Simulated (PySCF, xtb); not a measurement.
H6N3Si, SMILES N[Si](N)N, multiplicity 2. Other conformers were not sampled.

Harmonic wavenumbers (cm⁻¹) from xtb with GFN2-xTB at its own minimum, in rising order: 111, 167, 196, 219, 240, 271, 543, 552, 583, 755, 786, 807, 840, 883, 924, 1515, 1521, 1529, 3358, 3379, 3474, 3496, 3503, 3511.

Task: What does B3LYP-D3(BJ)/def2-SVP (PySCF) give at its own minimum? (An estimate is asked for; the answer gives what the named calculation found.)

Result: 164, 164, 270, 270, 319, 388, 427, 427, 459, 726, 791, 791, 816, 871, 871, 1531, 1532, 1535, 3542, 3543, 3543, 3642, 3642, 3642. Paired by order, the mean absolute difference is 73 cm⁻¹ and the zero-point energies are 47.4 and 48.5 kcal/mol.
